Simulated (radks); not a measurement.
Species: Te III. Configuration: [Kr] 4d10 5s2 5p2 (the NIST ground configuration).

All-electron calculation, scalar-relativistic Kohn-Sham, BLYP, spin-unpolarised, spherical densities, point nucleus. Program: a radial shooting solver on a logarithmic mesh with Libxc functionals.

Energy parts (hartree):
| part | energy |
|---|---|
| total | -6794.13044 |
| kinetic | 7119.08173 |
| electron-nucleus | -16399.54773 |
| Hartree | 2661.94380 |
| exchange-correlation | -175.60824 |

Orbitals (lengths in bohr, moments of r in powers of bohr; r(90%) holds 90 % of the orbital's charge):
orbital  occ.  eigenvalue (hartree)  r(90%)      <r^4>
1s          2             -1163.250  0.0500  2.870e-06
2s          2             -178.9890   0.185  0.0004925
2p          6             -160.7612   0.170  0.0003553
3s          2             -36.17926   0.473    0.02143
3p          6             -30.25551   0.481    0.02256
3d         10             -21.29582   0.467    0.01995
4s          2              -6.74359    1.10     0.6444
4p          6              -4.90682    1.20     0.9041
4d         10              -2.23210    1.48      2.108
5s          2              -1.19942    2.86      28.71
5p          2              -0.81660    3.44      59.59
5d          0              -0.37924    5.32      335.0
6s          0              -0.38818    6.44      747.3

The highest occupied level is 5p at -22.221 eV. Summed over all electrons, <r^2> = 40.30 bohr^2, which gives a Langevin (diamagnetic) susceptibility term of -31.9 x 10^-6 cm^3/mol. The density falls to 0.001 e/bohr^3 at r = 3.94 bohr.
